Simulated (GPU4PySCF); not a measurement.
DNSS (C22H12Se2), SMILES c1cccc2c1cc1c(c2)c2c([se]1)c1cc3ccccc3cc1[se]2. Geometry: B3LYP-D3(BJ)/def2-SVP.

Problem. Give the equilibrium geometry at B3LYP-D3(BJ)/def2-SVP (GPU4PySCF confirms it by a frequency run) as a Z-matrix, and its point group. (The exact figures need the calculation; the answer reports its results.)

Solution. point group C2h.
```
C
C 1 1.3741
C 1 1.4404 2 116.91
C 3 1.3880 1 128.78 2 180.00
H 4 1.0931 3 120.01 1 0.00
C 4 1.4144 5 119.16 3 180.00
C 6 1.4253 4 121.92 5 0.00
C 7 1.3764 6 120.99 4 180.00
H 8 1.0925 7 120.10 6 180.00
H 7 1.0930 8 120.46 9 0.00
C 8 1.4202 9 119.61 7 180.00
C 11 1.3772 8 120.31 9 -180.00
H 11 1.0925 12 120.07 8 180.00
H 12 1.0930 11 120.42 13 0.00
C 12 1.4236 14 118.61 11 180.00
C 15 1.4197 12 121.78 14 0.00
C 16 1.3774 15 119.81 12 180.00
H 16 1.0926 17 121.16 3 180.00
C 2 1.4404 1 116.91 3 180.00
C 19 1.3880 2 128.78 1 180.00
H 20 1.0931 19 120.01 2 0.00
C 20 1.4144 21 119.16 19 180.00
C 22 1.4253 20 121.92 21 0.00
C 23 1.3764 22 120.99 20 180.00
H 24 1.0925 23 120.10 22 -180.00
H 23 1.0930 24 120.46 25 0.00
C 24 1.4202 25 119.61 23 -180.00
C 27 1.3772 24 120.31 25 180.00
H 27 1.0925 28 120.07 24 180.00
H 28 1.0930 27 120.42 29 0.00
C 28 1.4236 30 118.61 27 180.00
C 31 1.4197 28 121.78 30 0.00
C 32 1.3774 31 119.81 28 180.00
H 32 1.0926 33 121.16 19 180.00
Se 2 1.8992 1 112.47 3 0.00
Se 1 1.8992 2 112.47 19 0.00
```
